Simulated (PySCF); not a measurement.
An unknown is described by computed data only.

Formula: C5H6F6S.

* Rotational structure: rotational constants A, B, C: 1.762, 0.356, 0.350 GHz [GFN2-xTB]
* 1H NMR: chemical shifts (computed TMS as zero) by class: 3.69 (1 H), 2.74 (1 H), 2.17 (1 H), 1.74 (3 H) ppm [GIAO PBE0/pcSseg-1]
* NMR, other nuclei: isotropic shieldings of nuclei other than C and H, by class: 228 (3 F), 251 (3 F), 326 (1 S) ppm [GIAO PBE0/pcSseg-1]
* Dipole: 1.05 D [PBE0/pcSseg-1]
* 13C NMR: chemical shifts (computed TMS as zero) by class: 142.8 (1 C), 134.1 (1 C), 44.9 (1 C), 44.3 (1 C), 25.8 (1 C) ppm [GIAO PBE0/pcSseg-1]

Gas-phase values; electronic properties from PySCF, density fitting. Levels stand in brackets. Geometry: GFN2-xTB, one conformer, isolated molecule. NMR classes are plain means over equivalent atoms (diastereotopic ones count apart unless rotation or inversion swaps them), as if these changed places fast.

Q: Give a SMILES that accounts for the data.

A: Numbering: `[CH3:1][C@@H:2]([CH2:3][C:4]([F:5])([F:6])[F:7])[S:8][C:9]([F:10])([F:11])[F:12]`. Its formula, C5H6F6S, gives 0 degrees of unsaturation, so no ring and no π bond. 5 carbons fall into 5 classes; from least to most shielded: CF3 carbon [C9] (142.8 ppm), CF3 carbon [C4] (134.1 ppm), chain CH2 carbon [C3] (44.9 ppm), sp3 carbon bound to sulfur [C2] (44.3 ppm), methyl carbon [C1] (25.8 ppm). Hydrogen classes from least to most shielded: 1 H on an sp3 carbon bound to sulfur, C2 (3.69 ppm), 1 H on a chain CH2 carbon, C3 (2.74 ppm), 1 H on a chain CH2 carbon, C3 (2.17 ppm), 3 H on a methyl carbon, C1 (1.74 ppm, a mean of values up to 0.7 ppm apart in this geometry). The other shieldings belong to: 228 ppm, fluorine of a CF3 group [F10/F11/F12]; 251 ppm, fluorine of a CF3 group [F5/F6/F7]; 326 ppm, sulfide sulfur [S8]. The optimised geometry has point group C1 and is an asymmetric top. Structure: `C[C@@H](CC(F)(F)F)SC(F)(F)F`. The assignments are read from this structure; whether some other isomer fits the data as well wasn't checked. The mirror image fits equally.

Shape of the structure used: `[CH3:1][C@@H:2]([CH2:3][C:4]([F:5])([F:6])[F:7])[S:8][C:9]([F:10])([F:11])[F:12]`: C1–C2–C3–C4 -68°, C2–C3–C4–F5 -166°, C1–C2–S8–C9 91°, C2–S8–C9–F10 -62°.
